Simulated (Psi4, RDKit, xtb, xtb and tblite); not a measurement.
Relaxed torsion scan: C4H7N, SMILES CCCC#N, singlet. Scanned: dihedral C1–C2–C3–C4; all other coordinates were relaxed at B3LYP-D3(BJ)/def2-SVP. Points at φ and −φ are mirror images. Heavy atoms are numbered in the order of the SMILES CCCC#N, hydrogens after them in the order of the atoms that carry them; the mirror image has the same energies with the sign of each dihedral reversed.

Levels of theory: UFF // B3LYP-D3(BJ)/def2-SVP (RDKit); GFN2-xTB, on its own relaxed geometries (the stored frames are those of B3LYP-D3(BJ)/def2-SVP) (xtb and tblite); GFN1-xTB // B3LYP-D3(BJ)/def2-SVP (xtb); MP2/cc-pVTZ = DF-MP2 (frozen core)/cc-pVTZ // B3LYP-D3(BJ)/def2-SVP (Psi4).

Energies relative to the lowest point of each profile, in kJ/mol; the last columns give the difference from MP2:

```json
[
 {"φ / °": "-150", "UFF": "8.9", "GFN2-xTB": "4.5", "GFN1-xTB": "4.8", "MP2/cc-pVTZ": "8.2", "UFF − MP2/cc-pVTZ": "0.7", "GFN2-xTB − MP2/cc-pVTZ": "-3.7", "GFN1-xTB − MP2/cc-pVTZ": "-3.4"},
 {"φ / °": "-120", "UFF": "17.6", "GFN2-xTB": "9.1", "GFN1-xTB": "8.4", "MP2/cc-pVTZ": "15.6", "UFF − MP2/cc-pVTZ": "2.0", "GFN2-xTB − MP2/cc-pVTZ": "-6.5", "GFN1-xTB − MP2/cc-pVTZ": "-7.2"},
 {"φ / °": "-90", "UFF": "8.2", "GFN2-xTB": "4.0", "GFN1-xTB": "3.7", "MP2/cc-pVTZ": "7.2", "UFF − MP2/cc-pVTZ": "0.9", "GFN2-xTB − MP2/cc-pVTZ": "-3.3", "GFN1-xTB − MP2/cc-pVTZ": "-3.5"},
 {"φ / °": "-60", "UFF": "3.5", "GFN2-xTB": "0.0", "GFN1-xTB": "0.0", "MP2/cc-pVTZ": "0.0", "UFF − MP2/cc-pVTZ": "3.5", "GFN2-xTB − MP2/cc-pVTZ": "0.0", "GFN1-xTB − MP2/cc-pVTZ": "0.0"},
 {"φ / °": "-30", "UFF": "18.5", "GFN2-xTB": "7.4", "GFN1-xTB": "5.5", "MP2/cc-pVTZ": "8.9", "UFF − MP2/cc-pVTZ": "9.6", "GFN2-xTB − MP2/cc-pVTZ": "-1.5", "GFN1-xTB − MP2/cc-pVTZ": "-3.4"},
 {"φ / °": "0", "UFF": "29.4", "GFN2-xTB": "13.5", "GFN1-xTB": "10.2", "MP2/cc-pVTZ": "17.6", "UFF − MP2/cc-pVTZ": "11.8", "GFN2-xTB − MP2/cc-pVTZ": "-4.0", "GFN1-xTB − MP2/cc-pVTZ": "-7.4"},
 {"φ / °": "30", "UFF": "18.5", "GFN2-xTB": "7.4", "GFN1-xTB": "5.5", "MP2/cc-pVTZ": "8.9", "UFF − MP2/cc-pVTZ": "9.6", "GFN2-xTB − MP2/cc-pVTZ": "-1.5", "GFN1-xTB − MP2/cc-pVTZ": "-3.4"},
 {"φ / °": "60", "UFF": "3.5", "GFN2-xTB": "0.0", "GFN1-xTB": "0.0", "MP2/cc-pVTZ": "0.0", "UFF − MP2/cc-pVTZ": "3.5", "GFN2-xTB − MP2/cc-pVTZ": "0.0", "GFN1-xTB − MP2/cc-pVTZ": "0.0"},
 {"φ / °": "90", "UFF": "8.2", "GFN2-xTB": "4.0", "GFN1-xTB": "3.7", "MP2/cc-pVTZ": "7.2", "UFF − MP2/cc-pVTZ": "0.9", "GFN2-xTB − MP2/cc-pVTZ": "-3.3", "GFN1-xTB − MP2/cc-pVTZ": "-3.5"},
 {"φ / °": "120", "UFF": "17.6", "GFN2-xTB": "9.1", "GFN1-xTB": "8.4", "MP2/cc-pVTZ": "15.6", "UFF − MP2/cc-pVTZ": "2.0", "GFN2-xTB − MP2/cc-pVTZ": "-6.5", "GFN1-xTB − MP2/cc-pVTZ": "-7.2"},
 {"φ / °": "150", "UFF": "8.9", "GFN2-xTB": "4.5", "GFN1-xTB": "4.8", "MP2/cc-pVTZ": "8.2", "UFF − MP2/cc-pVTZ": "0.7", "GFN2-xTB − MP2/cc-pVTZ": "-3.7", "GFN1-xTB − MP2/cc-pVTZ": "-3.4"},
 {"φ / °": "180", "UFF": "0.0", "GFN2-xTB": "0.0", "GFN1-xTB": "0.9", "MP2/cc-pVTZ": "1.3", "UFF − MP2/cc-pVTZ": "-1.3", "GFN2-xTB − MP2/cc-pVTZ": "-1.3", "GFN1-xTB − MP2/cc-pVTZ": "-0.4"}
]
```

UFF is furthest from MP2/cc-pVTZ at 0 (11.8 kJ/mol, above); its mean absolute difference over the points is 3.9 kJ/mol.

GFN2-xTB is furthest from MP2/cc-pVTZ at -120 (-6.5 kJ/mol, below); its mean absolute difference over the points is 2.9 kJ/mol.

GFN1-xTB is furthest from MP2/cc-pVTZ at 0 (-7.4 kJ/mol, below); its mean absolute difference over the points is 3.5 kJ/mol.
